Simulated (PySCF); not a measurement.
Method: B3LYP-D3(BJ)/def2-TZVP // TPSS-D3(BJ)/def2-SVP run with PySCF. All species are isolated molecules in the gas phase. B3LYP has the VWN-RPA correlation part, as in Gaussian. 

Reference species: [Mo(Cl)5(F)] (neutral, multiplicity 1).

HOMO: -8.97 eV
mean distance from the central atom to its bonded neighbours: 2.234 Å

Changed species: [Mo(Cl)6] (0 of 6 Cl replaced by F; the reference has 1 of 6 Cl replaced by F).

Problem. What does the change do to the HOMO and mean distance from the central atom to its bonded neighbours?

Solution. the HOMO goes up by 0.06 eV, to -8.91 eV; the mean distance from the central atom to its bonded neighbours rises by 0.080 Å, to 2.314 Å.
